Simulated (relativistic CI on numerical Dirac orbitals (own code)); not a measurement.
**Energy levels of Xe17+**

Computed by Dirac-Coulomb-Breit CI, separate exchange-only KLI orbitals for each configuration, model QED, unscaled Slater integrals (own radial code, finite nucleus).

Configurations in the expansion (outside the closed core [Ar] 3d10): 4s2.4p6.4d, 4s2.4p5.4d2, 4s2.4p6.4f, 4s.4p6.4d2, 4s2.4p5.4d.4f, 4s2.4p6.5s, 4s.4p6.4d.4f, 4s2.4p6.5p, 4s2.4p6.5d, 4s2.4p5.4d.5s, 4s2.4p6.5f, 4s2.4p5.4d.5p, 4s2.4p6.6s, 4s2.4p6.5g, 4s2.4p6.6p, 4s2.4p6.6d, 4s.4p6.4d.5s, 4s2.4p5.4d.5d, 4s.4p6.4f.5s, 4p6.4d3, 4p5.4d4, 4p5.4d3.4f, 4p6.4d.4f2, 4p5.4d2.4f2, 4p6.4f3, 4p5.4d.4f3, 4p6.4f2.5s, 4s.4p6.4f2, 4s.4p5.4f3. Double excitations out of closed p, d and f shells are left out; levels of such configurations are missing from the list, as are those of other unlisted configurations, and high levels can miss mixing partners. These lack a partner that the ground configuration has and come out too high: 4s2.4p5.4d.5s, 4s2.4p5.4d.5p, 4s2.4p5.4d.5d, 4s2.4p6.5p, 4s2.4p6.5d.

The lowest level is 4s2.4p6.4d 2D_3/2, with 99 % of that term; Hund's rules for 4s2.4p6.4d give 2D with J = 3/2, in agreement.

| No. | Configuration | Term | J | E (eV) | % | Next component (%) | Lifetime (s) | jj configuration (%) |
| --- | --- | --- | --- | --- | --- | --- | --- | --- |
| 1 | 4s2.4p6.4d | 2D | 3/2 | 0.000 | 99 | 1 4s2.4p5.4d.4f 2D |  | 4d3/2 (99) |
| 2 | 4s2.4p6.4d | 2D | 5/2 | 2.816 | 99 | 1 4s2.4p5.4d.4f 2D | 7.92e-03 | 4d5/2 (99) |
| 3 | 4s2.4p5.4d2 | 4D° | 1/2 | 79.357 | 95 | 4 2P° | 3.98e-04 | 4p3/2^3 4d3/2^2 (73) |
| 4 | 4s2.4p5.4d2 | 4D° | 3/2 | 79.871 | 78 | 11 4F° | 3.17e-07 | 4p3/2^3 4d3/2^2 (71) |
| 5 | 4s2.4p5.4d2 | 4D° | 5/2 | 81.186 | 66 | 24 4F° | 2.13e-07 | 4p3/2^3 4d3/2 4d5/2 (64) |
| 6 | 4s2.4p5.4d2 | 4D° | 7/2 | 82.796 | 38 | 33 4F° | 6.04e-08 | 4p3/2^3 4d3/2 4d5/2 (66) |
| 7 | 4s2.4p5.4d2 | 2F° | 5/2 | 83.137 | 28 | 20 4P° | 4.10e-09 | 4p3/2^3 4d3/2^2 (57) |
| 8 | 4s2.4p5.4d2 | 4D° | 7/2 | 83.662 | 36 | 26 4G° | 1.05e-07 | 4p3/2^3 4d3/2^2 (63) |
| 9 | 4s2.4p5.4d2 | 4G° | 9/2 | 83.909 | 76 | 16 4F° | 3.56e-02 | 4p3/2^3 4d3/2 4d5/2 (95) |
| 10 | 4s2.4p5.4d2 | 4G° | 11/2 | 84.700 | 93 | 7 2H° | 1.65e-01 | 4p3/2^3 4d5/2^2 (56) |
| 11 | 4s2.4p5.4d2 | 4P° | 5/2 | 85.180 | 56 | 24 2F° | 3.98e-08 | 4p3/2^3 4d3/2 4d5/2 (85) |
| 12 | 4s2.4p5.4d2 | 4P° | 3/2 | 85.482 | 28 | 26 2D° | 1.68e-09 | 4p3/2^3 4d3/2 4d5/2 (68) |
| 13 | 4s2.4p5.4d2 | 4P° | 3/2 | 85.740 | 35 | 24 4F° | 3.52e-10 | 4p3/2^3 4d3/2^2 (59) |
| 14 | 4s2.4p5.4d2 | 2G° | 7/2 | 87.322 | 50 | 24 2F° | 7.11e-07 | 4p3/2^3 4d3/2 4d5/2 (90) |
| 15 | 4s2.4p5.4d2 | 4P° | 1/2 | 87.607 | 55 | 23 2P° | 1.76e-08 | 4p3/2^3 4d3/2 4d5/2 (89) |
| 16 | 4s2.4p5.4d2 | 2D° | 5/2 | 88.311 | 59 | 19 2F° | 6.06e-10 | 4p3/2^3 4d5/2^2 (73) |
| 17 | 4s2.4p5.4d2 | 2F° | 7/2 | 88.623 | 73 | 10 4G° | 1.63e-10 | 4p3/2^3 4d5/2^2 (50) |
| 18 | 4s2.4p5.4d2 | 4F° | 9/2 | 88.822 | 65 | 31 2G° | 1.06e-03 | 4p3/2^3 4d5/2^2 (67) |
| 19 | 4s2.4p5.4d2 | 2H° | 11/2 | 89.227 | 93 | 7 4G° | 4.94e-03 | 4p3/2^3 4d3/2 4d5/2 (56) |
| 20 | 4s2.4p5.4d2 | 2F° | 5/2 | 89.332 | 32 | 19 4D° | 1.00e-10 | 4p3/2^3 4d3/2 4d5/2 (51) |
| 21 | 4s2.4p5.4d2 | 4D° | 7/2 | 89.804 | 48 | 25 2F° | 7.47e-10 | 4p3/2^3 4d3/2 4d5/2 (64) |
| 22 | 4s2.4p5.4d2 | 2P° | 3/2 | 90.048 | 28 | 27 4F° | 2.94e-10 | 4p3/2^3 4d3/2 4d5/2 (77) |
| 23 | 4s2.4p5.4d2 | 2P° | 1/2 | 91.476 | 71 | 18 4P° | 3.91e-10 | 4p3/2^3 4d5/2^2 (89) |
| 24 | 4s2.4p5.4d2 | 4D° | 5/2 | 91.868 | 30 | 21 4G° | 6.84e-11 | 4p3/2^3 4d3/2 4d5/2 (63) |
| 25 | 4s2.4p5.4d2 | 2G° | 9/2 | 92.722 | 55 | 44 2H° | 1.72e-03 | 4p3/2^3 4d3/2 4d5/2 (68) |
| 26 | 4s2.4p5.4d2 | 2D° | 3/2 | 93.892 | 42 | 28 4D° | 3.97e-11 | 4p3/2^3 4d3/2 4d5/2 (49) |
| 27 | 4s2.4p5.4d2 | 4D° | 7/2 | 96.087 | 32 | 31 2F° | 1.10e-10 | 4p3/2^3 4d5/2^2 (70) |
| 28 | 4s2.4p5.4d2 | 4G° | 5/2 | 96.341 | 31 | 22 4F° | 8.09e-11 | 4p1/2 4p3/2^4 4d3/2^2 (51) |
| 29 | 4s2.4p5.4d2 | 2P° | 3/2 | 97.687 | 41 | 35 2D° | 3.53e-10 | 4p3/2^3 4d5/2^2 (73) |
| 30 | 4s2.4p5.4d2 | 2F° | 5/2 | 98.204 | 27 | 19 4s2.4p6.4f 2F° | 6.43e-11 | 4p1/2 4p3/2^4 4d3/2 4d5/2 (34) |
| 31 | 4s2.4p5.4d2 | 4D° | 1/2 | 98.388 | 64 | 18 2P° | 2.07e-11 | 4p1/2 4p3/2^4 4d3/2^2 (35) |
| 32 | 4s2.4p5.4d2 | 4G° | 7/2 | 100.323 | 34 | 31 2G° | 1.48e-09 | 4p1/2 4p3/2^4 4d3/2 4d5/2 (88) |
| 33 | 4s2.4p5.4d2 | 2P° | 3/2 | 100.428 | 39 | 35 4S° | 2.28e-11 | 4p3/2^3 4d5/2^2 (44) |
| 34 | 4s2.4p6.4f | 2F° | 7/2 | 102.452 | 45 | 23 4s2.4p5.4d2 2F° | 1.90e-10 | 4f7/2 (45) |
| 35 | 4s2.4p5.4d2 | 2G° | 9/2 | 102.873 | 53 | 19 2H° | 2.95e-05 | 4p1/2 4p3/2^4 4d3/2 4d5/2 (73) |
| 36 | 4s2.4p5.4d2 | 2F° | 5/2 | 103.090 | 41 | 31 2D° | 4.97e-11 | 4p1/2 4p3/2^4 4d3/2 4d5/2 (75) |
| 37 | 4s2.4p5.4d2 | 2D° | 3/2 | 103.150 | 34 | 33 4D° | 4.28e-10 | 4p1/2 4p3/2^4 4d3/2 4d5/2 (81) |
| 38 | 4s2.4p5.4d2 | 2S° | 1/2 | 103.665 | 55 | 24 4P° | 8.29e-10 | 4p1/2 4p3/2^4 4d3/2 4d5/2 (86) |
| 39 | 4s2.4p5.4d2 | 2G° | 7/2 | 105.315 | 49 | 27 2F° | 8.35e-11 | 4p1/2 4p3/2^4 4d5/2^2 (70) |
| 40 | 4s2.4p5.4d2 | 2P° | 3/2 | 106.878 | 35 | 24 4S° | 5.78e-10 | 4p1/2 4p3/2^4 4d5/2^2 (88) |
| 41 | 4s2.4p5.4d2 | 2G° | 9/2 | 107.288 | 54 | 36 2H° | 2.65e-05 | 4p1/2 4p3/2^4 4d5/2^2 (71) |
| 42 | 4s2.4p5.4d2 | 2D° | 5/2 | 108.183 | 44 | 33 2F° | 1.66e-09 | 4p1/2 4p3/2^4 4d5/2^2 (92) |
| 43 | 4s2.4p5.4d2 | 2P° | 1/2 | 113.334 | 86 | 9 4D° | 1.38e-11 | 4p1/2 4p3/2^4 4d5/2^2 (85) |
| 44 | 4s2.4p5.4d2 | 2P° | 1/2 | 118.307 | 97 | 2 4D° | 1.19e-12 | 4p1/2 4p3/2^4 4d3/2^2 (59) |
| 45 | 4s2.4p5.4d2 | 2F° | 5/2 | 118.402 | 46 | 44 4s2.4p6.4f 2F° | 9.30e-13 | 4f5/2 (44) |

Energies count from the lowest computed level; ° marks odd parity; lifetimes are radiative, by E1, M1, E2, M2, E3 decay to levels of this space only. Filled j subshells are mostly left out of the jj labels.

The mean weight of the leading LS term, summed over parents, in these 45 levels is 54 %, and that of the leading jj configuration (from the same eigenvectors) 69 %, so jj coupling describes them better and the LS labels are nominal.

At this charge energies of transitions that change n are usually good to better than 1 %, and those within a shell (Δn = 0) to a few per cent.

LS names give the leading component of a level, which can be under half, so a name can repeat, a term be missing and a line seem to break the LS rules.
